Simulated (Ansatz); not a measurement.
C2H4GeN, SMILES `[CH3][GeH][C]#N` radical. Total charge 0; spin multiplicity 2.

```xyz
8

C    -0.515   -1.124    0.029
Ge    0.924    0.149   -0.307
C     0.504    1.793    0.596
N     0.309    2.757    1.200
H    -0.297   -2.068   -0.469
H    -0.616   -1.294    1.100
H    -1.450   -0.716   -0.360
H     1.143    0.503   -1.790
```

Question: List the harmonic frequencies (cm⁻¹, unscaled) at PBE0-D4/def2-TZVP in Ansatz. (Estimate.)

Answer: Ansatz gave: 108, 119, 259, 330, 464, 500, 604, 676, 801, 856, 1254, 1442, 1449, 2127, 2291, 3065, 3158, 3177.

Question: Is this a minimum?

Answer: Yes, all 18 modes are real.

Question: Give the ideal-gas thermochemistry at 298.15 K and 1 bar (rigid rotor, harmonic oscillator; point group C1, symmetry number 1).

Answer: Zero-point energy 135.7 kJ/mol; H(298) − E = 154.0 kJ/mol; entropy 331.6 J/(mol·K), of which translation 168.0, rotation 107.8, vibration 50.1, electronic 5.8; G(298) − E = 55.1 kJ/mol.

Question: And at 400, 500, 600, 800 and 1000 K?

Answer: 
```json
{"T (K)": "400", "H − E (kJ/mol)": "163.7", "S (J/mol/K)": "359.6", "G − E (kJ/mol)": "19.9"}
{"T (K)": "500", "H − E (kJ/mol)": "174.4", "S (J/mol/K)": "383.5", "G − E (kJ/mol)": "-17.3"}
{"T (K)": "600", "H − E (kJ/mol)": "186.1", "S (J/mol/K)": "404.7", "G − E (kJ/mol)": "-56.7"}
{"T (K)": "800", "H − E (kJ/mol)": "211.5", "S (J/mol/K)": "441.2", "G − E (kJ/mol)": "-141.4"}
{"T (K)": "1000", "H − E (kJ/mol)": "239.3", "S (J/mol/K)": "472.2", "G − E (kJ/mol)": "-232.9"}
```
